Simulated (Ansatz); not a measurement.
Ansatz (a program for electronic structure) input (CCSD(T)/aug-cc-pVDZ):

Ansatz 0.2 input:
```yaml
crystal:
  periodic: [false, false, false]
  atoms:
    - {symbol: C, position_ang: [2.37374542, -0.43558128, -0.51488565]}
    - {symbol: C, position_ang: [1.54771850, -0.30890128, 0.72797045]}
    - {symbol: C, position_ang: [0.24263927, -0.06408444, 0.81699341]}
    - {symbol: C, position_ang: [-0.74107523, 0.14853751, -0.29812615]}
    - {symbol: C, position_ang: [-1.36562067, 1.54618005, -0.20085044]}
    - {symbol: C, position_ang: [-1.82633131, -0.93515893, -0.26760860]}
    - {symbol: H, position_ang: [1.79183517, -0.30308973, -1.42549594]}
    - {symbol: H, position_ang: [3.17966101, 0.30418967, -0.52028920]}
    - {symbol: H, position_ang: [2.85260631, -1.41806762, -0.56200635]}
    - {symbol: H, position_ang: [2.09629166, -0.43534193, 1.65737021]}
    - {symbol: H, position_ang: [-0.19155265, -0.00611147, 1.81331768]}
    - {symbol: H, position_ang: [-0.22262041, 0.07806496, -1.25689449]}
    - {symbol: H, position_ang: [-2.08724085, 1.70763570, -1.00476117]}
    - {symbol: H, position_ang: [-1.89124772, 1.66869321, 0.74988160]}
    - {symbol: H, position_ang: [-0.60227793, 2.32311795, -0.26316869]}
    - {symbol: H, position_ang: [-2.55025129, -0.78477525, -1.07161268]}
    - {symbol: H, position_ang: [-1.39185176, -1.92976585, -0.37795084]}
    - {symbol: H, position_ang: [-2.36980760, -0.91049919, 0.68065155]}
basis:
  gaussian:
    orbitals: aug-cc-pVDZ
magnetization: {spin_polarized: false}
correlation: {method: ccsd_t, electrons: outside_noble_gas}
output: {forces: true}
```

Output:

```
Functional definition: HF
integrals: 1.86 GiB planned
2436 factors; integrals over basis functions are off by at most 6.6e-4 eV
1.20 GiB of device memory are held for the factors and their scratch space
mean field: 1.58 GiB planned
mean field evaluation 1: about -6366.7944 eV, gradient 4.6e1 eV
mean field evaluation 2: about -6366.8004 eV, gradient 4.6e1 eV
mean field evaluation 4: about -6372.9168 eV, gradient 4.7e0 eV
mean field evaluation 8: about -6372.9995 eV, gradient 3.6e-4 eV
mean field evaluation 16: about -6372.9923 eV, gradient 2.6e-1 eV
mean field -6372.99951684 eV, -234.2034124695 hartree, gradient 1.7e-6 eV, S^2 0.000000; 0 other end points of the search recorded, 0 dependent functions left out
6 core orbitals not correlated
reference -6372.99951684 eV, -234.2034124695 hartree; 18, 18 occupied and 222, 222 virtual orbitals, 2436 factors
densities: 13.28 GiB planned
second order -24.03650694 eV of doubles, -0.00000000 eV of singles
coupled cluster: 12.34 GiB planned
cycle   1  -25.33278292 eV  change    -1.3e0 eV  update   1.0e-1
cycle   2  -26.00434133 eV  change   -6.7e-1 eV  update   3.1e-2
cycle   3  -26.11319850 eV  change   -1.1e-1 eV  update   1.2e-2
cycle   4  -26.11370549 eV  change   -5.1e-4 eV  update   3.5e-3
cycle   5  -26.11480049 eV  change   -1.1e-3 eV  update   1.2e-3
cycle   6  -26.11487361 eV  change   -7.3e-5 eV  update   3.4e-4
cycle   7  -26.11481781 eV  change    5.6e-5 eV  update   1.1e-4
cycle   8  -26.11484378 eV  change   -2.6e-5 eV  update   3.4e-5
cycle   9  -26.11484346 eV  change    3.1e-7 eV  update   1.2e-5
cycle  10  -26.11483510 eV  change    8.4e-6 eV  update   3.7e-6
perturbative correction -0.93538734 eV, -0.0343748508 hartree
the calculation of the forces begins
1.20 GiB of device memory are held for the factors and their scratch space
Total energy: -6400.04973928 eV, -235.1974898089 hartree
Atom 0 at     2.373745    -0.435581    -0.514886 Å, force     0.089064    -0.014092    -0.101595 eV/Å
Atom 1 at     1.547718    -0.308901     0.727970 Å, force     1.090388    -0.206371    -0.039101 eV/Å
Atom 2 at     0.242639    -0.064084     0.816993 Å, force    -1.150361     0.215681     0.068807 eV/Å
Atom 3 at    -0.741075     0.148538    -0.298126 Å, force    -0.129969     0.025919    -0.072388 eV/Å
Atom 4 at    -1.365621     1.546180    -0.200850 Å, force     0.052389    -0.124355     0.004389 eV/Å
Atom 5 at    -1.826331    -0.935159    -0.267609 Å, force     0.093951     0.097621     0.010875 eV/Å
Atom 6 at     1.791835    -0.303090    -1.425496 Å, force    -0.270509     0.061233    -0.413643 eV/Å
Atom 7 at     3.179661     0.304190    -0.520289 Å, force     0.318514     0.319587     0.006045 eV/Å
Atom 8 at     2.852606    -1.418068    -0.562006 Å, force     0.179201    -0.413844    -0.011534 eV/Å
Atom 9 at     2.096292    -0.435342     1.657370 Å, force     0.252810    -0.058007     0.444224 eV/Å
Atom 10 at    -0.191553    -0.006111     1.813318 Å, force    -0.205000     0.026699     0.490168 eV/Å
Atom 11 at    -0.222620     0.078065    -1.256894 Å, force     0.227955    -0.030211    -0.442344 eV/Å
Atom 12 at    -2.087241     1.707636    -1.004761 Å, force    -0.319060     0.066887    -0.365711 eV/Å
Atom 13 at    -1.891248     1.668693     0.749882 Å, force    -0.232119     0.035695     0.437690 eV/Å
Atom 14 at    -0.602278     2.323118    -0.263169 Å, force     0.351603     0.350248    -0.033181 eV/Å
Atom 15 at    -2.550251    -0.784775    -1.071613 Å, force    -0.318243     0.071167    -0.365381 eV/Å
Atom 16 at    -1.391852    -1.929766    -0.377951 Å, force     0.202916    -0.450896    -0.054973 eV/Å
Atom 17 at    -2.369808    -0.910499     0.680652 Å, force    -0.233531     0.027038     0.437651 eV/Å
Dipole moment:     0.023473    -0.002970    -0.066230 e Å
```
